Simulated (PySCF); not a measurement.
The dipole of `C=CO[SiH2]CC(=O)C#CC` from its density and from atomic charges.

Coordinates (GFN2-xTB, Å) and charges (e) from the PBE0/pcSseg-1 density (PySCF):

```csv
atom,x,y,z,Mulliken,IAO,Hirshfeld,ESP-fitted
C1,4.495,-0.784,-0.606,-0.2163,-0.3800,-0.1384,-0.5634
C2,3.505,-0.259,0.094,+0.0961,+0.0650,+0.0297,+0.0233
O3,2.328,0.081,-0.469,-0.5781,-0.5897,-0.1926,-0.2405
Si4,1.033,0.845,0.148,+0.8356,+1.0373,+0.4176,+0.6660
C5,-0.185,0.762,-1.311,-0.5131,-0.5934,-0.1648,-0.7998
C6,-1.460,1.365,-0.831,+0.1495,+0.3655,+0.1529,+0.9331
O7,-1.681,2.557,-0.821,-0.3433,-0.4114,-0.2386,-0.5273
C8,-2.399,0.404,-0.324,+0.0220,-0.1293,-0.0726,-0.6337
C9,-3.230,-0.365,0.085,-0.2419,+0.0190,-0.0070,+0.3570
C10,-4.201,-1.308,0.583,-0.1896,-0.4398,-0.0889,-0.5681
H11,5.421,-1.055,-0.136,+0.1201,+0.1599,+0.0488,+0.2140
H12,4.401,-0.953,-1.664,+0.1211,+0.1602,+0.0461,+0.2216
H13,3.582,-0.079,1.159,+0.0973,+0.1314,+0.0496,+0.1366
H14,1.355,2.223,0.515,-0.0780,-0.1390,-0.0733,-0.1132
H15,0.508,0.128,1.317,-0.0979,-0.1493,-0.0821,-0.1261
H16,0.212,1.354,-2.133,+0.1757,+0.1805,+0.0581,+0.2122
H17,-0.332,-0.265,-1.638,+0.1686,+0.1724,+0.0521,+0.2331
H18,-5.184,-1.074,0.176,+0.1597,+0.1818,+0.0688,+0.1908
H19,-3.926,-2.323,0.297,+0.1539,+0.1762,+0.0650,+0.1895
H20,-4.247,-1.243,1.670,+0.1590,+0.1827,+0.0696,+0.1948
```

Problem. Compute μ = Σ q r for each scheme (1 e·Å = 4.803 D) and compare with the dipole of the full density.

Solution. The full density gives (-0.40, -3.46, 1.32) D, 3.73 D in size; dipole vectors point from the negative to the positive end.

| scheme | μx | μy | μz | size (D) | share of the full size (%) | angle to the full dipole (°) |
| --- | --- | --- | --- | --- | --- | --- |
| Mulliken | 0.54 | -4.25 | 3.08 | 5.28 | 142 | 19 |
| IAO | -0.33 | -3.23 | 2.80 | 4.29 | 115 | 20 |
| Hirshfeld | -0.79 | -2.49 | 1.26 | 2.90 | 78 | 11 |
| ESP-fitted | -0.40 | -3.48 | 1.36 | 3.76 | 101 | 0 |

Problem. Which set comes closest?

Solution. Length of the difference vector: ESP-fitted 0.04 D, Hirshfeld 1.05 D, IAO 1.50 D, Mulliken 2.14 D. Closest: ESP-fitted. 

Problem. What is left for the Hirshfeld atoms' own dipoles?

Solution. The shares of the density sum to the whole, so what Σ q r misses lies in dipoles about the nuclei. The atomic dipoles sum to (-0.40, -3.46, 1.32) − (-0.79, -2.49, 1.26) = (0.39, -0.97, 0.06) D, 1.05 D in size.

Problem. With the origin at the mean of the coordinates, (0.000, 0.001, -0.194) Å, which are the largest single terms, by size, of the Mulliken dipole along the direction of the full one?

Solution. O7 +3.98, Si4 -3.11, C5 +2.67, H19 +2.04, C10 -1.77 D; all 20 atoms together +4.98 D. The single terms depend on the origin, their sum doesn't.

Problem. Give the size of the full dipole in other units.

Solution. 3.73 D = 1.466 au = 0.776 e·Å = 12.43 × 10⁻³⁰ C·m.

Geometry: GFN2-xTB, one conformer, isolated molecule.

The run behind these numbers computed NMR shieldings as well. The run took 90 s on one thread of an Arm Neoverse N1 (shared host), and the process peaked at 1.0 GiB of memory.

The values belong to the conformer `[CH2:1]=[CH:2][O:3][SiH2:4][CH2:5][C:6](=[O:7])[C:8]#[C:9][CH3:10]`: C1–C2–O3–Si4 -174°, C2–O3–Si4–C5 -176°, O3–Si4–C5–C6 177°, Si4–C5–C6–O7 83°.
